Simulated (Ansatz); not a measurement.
`N[SiH2]BF` + `C=C=C([SiH3])CCl` → `C=C=C([SiH3])BF` + `N[SiH2]CCl`  (redistribution)

Program: Ansatz. Geometries: PBE0-D4/def2-TZVP. ΔE: electronic, gas phase. CCSD(T)/CBS adds triple-zeta CCSD(T) − MP2 to the extrapolated MP2 energy (def2 sets, frozen cores). One conformer a species, not always the lowest.

```csv
species,SCS-MP2/def2-QZVPP energy (Eh)
`N[SiH2]BF`,-471.33259
`C=C=C([SiH3])CCl`,-905.05923
`C=C=C([SiH3])BF`,-531.29711
`N[SiH2]CCl`,-845.13697
```

Problem. Work out ΔE.

Solution. ΔE = (-531.29711) + (-845.13697) − (-471.33259) − (-905.05923) = -0.04226 Eh = -111.0 kJ/mol. CCSD(T)/CBS gives -108.7 kJ/mol.

Largest T1 diagnostic among the species: 0.014.

From PBE to PBE0 (25 % exact exchange), in def2-TZVPP and without D4, ΔE moves by −4.5 kJ/mol.
